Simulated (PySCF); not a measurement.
Species: C3H8FSi (charge 0, doublet). It need not be the lowest isomer of its formula. SMILES: [CH2][Si](C)(C)F
Geometry from a B3LYP-D3(BJ)/def2-TZVP (Ansatz) optimisation:
```xyz
13

C      1.7485    -0.0288    -0.6706
Si     0.0430     0.0055     0.0161
C     -0.8085    -1.6453    -0.1659
C     -0.9803     1.3691    -0.7435
F      0.1777     0.3161     1.5970
H      1.9545    -0.2180    -1.7191
H      2.6311     0.1379    -0.0631
H     -0.8987    -1.9172    -1.2204
H     -0.2493    -2.4354     0.3379
H     -1.8137    -1.6116     0.2605
H     -0.5218     2.3454    -0.5781
H     -1.0776     1.2216    -1.8219
H     -1.9845     1.3849    -0.3137
```
Charge 0, spin multiplicity 2.

Dispersion corrections to the total energy (kcal/mol) from the dftd3 and dftd4 libraries through PySCF: D3(BJ) without and D4 with the three-body term, each with the damping fitted for the functional named.

```tsv
functional	D3(BJ)	D4
revPBE	-15.06	-18.14
PBE0	-5.36	-5.05
BHLYP	-8.47	-7.13
TPSS	-7.74	___
HSE06	-4.14	___
CAM-B3LYP	-4.91	-5.10
PW6B95	-3.20	___
```

What belongs in the gaps?


- TPSS, D4: -8.03
- HSE06, D4: -4.69
- PW6B95, D4: -5.17
